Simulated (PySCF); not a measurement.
Electronic structure of Al²⁺ (aluminium, charge +2) at the B3LYP level

Configuration: [Ne] 3s1, 2S determinant. Computed with PySCF 2.14 in aug-cc-pV(D+d)Z, with the non-relativistic Hamiltonian (point nucleus).

| Property | Result |
| --- | --- |
| Total energy | -241.4656 hartree |
| One-electron energy | -327.1341 hartree |
| Hartree (Coulomb) energy | 103.7662 hartree |
| Exchange-correlation energy | -18.0976 hartree |
| Kinetic energy | 240.54170 hartree |
| ⟨S²⟩ | 0.7500 |
| ⟨L²⟩ | 0.000 |
| Sum of ⟨r⟩ | 7.326 bohr |
| Sum of ⟨r²⟩ | 9.342 bohr² |
| Density at the nucleus (Gaussians lack the cusp) | 1360 bohr⁻³ |
| Spin density at the nucleus | 3.46 bohr⁻³ |
| Langevin diamagnetic susceptibility | -7.40 ×10⁻⁶ cm³/mol |
| Time after the integrals | 0.15 s of wall time on 1 thread of Neoverse-V1 (shared host) |

```tsv
shell	electrons	mean orbital energy (eV)	rms radius, mean of both spins (bohr)
1s α	1	-1547.8	0.140
1s β	1	-1547.7	0.140
2s α	1	-134.12	0.682
2s β	1	-133.86	0.682
2p α	3	-94.731	0.676
2p β	3	-94.554	0.676
3s α	1	-25.391	2.37
```
